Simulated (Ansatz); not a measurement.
Cl2Te, triplet, at a GFN2-xTB geometry (a higher spin typed on purpose: for a closed-shell molecule this is an excited state) (all electrons, no relativity). Base run: Ansatz (an electronic-structure program) with CAM-B3LYP/STO-3G.

Input for Ansatz:
Ansatz 0.2 input:
```yaml
crystal:
  periodic: [false, false, false]
  atoms:
    - {symbol: Te, position_ang: [-0.06824556, -0.05189516, 0.73922318]}
    - {symbol: Cl, position_ang: [1.14915592, 1.35509134, -1.20072069]}
    - {symbol: Cl, position_ang: [-0.94040481, -1.19635319, -1.06043255]}
basis:
  gaussian:
    orbitals: STO-3G
hamiltonian:
  xc: cam_b3lyp
magnetization: {spin_polarized: true, initial_magnetization: 2}
```

Each row names what was changed in the base input (with any setting that the change needs).

| change | E (Eh) | <S^2> |
|---|---|---|
| base | -7459.76213 | 2.010 |
| functional = BHLYP | -7459.81514 | 2.013 |
| functional = revpbe | -7459.07036 | 2.001 |
| functional = lc_wpbe | -7458.66971 | 2.017 |
| functional = pbe | -7458.56442 | 2.001 |
| functional = b3lyp5 | -7459.23281 | 2.004 |
| functional = blyp; dispersion = d4 | -7459.36030 | 2.001 |
| functional = b3lyp | -7459.57419 | 2.004 |
| functional = blyp | -7459.35168 | 2.001 |
| functional = pbe0; dispersion = d3bjatm | -7459.04703 | 2.006 |
| functional = pbe0 | -7459.04362 | 2.006 |
| functional = pbe; dispersion = d4 | -7458.56844 | 2.001 |
| functional = wB97X-V | -7459.18529 | 2.012 |

Totals shift with the method and basis; they matter in differences.
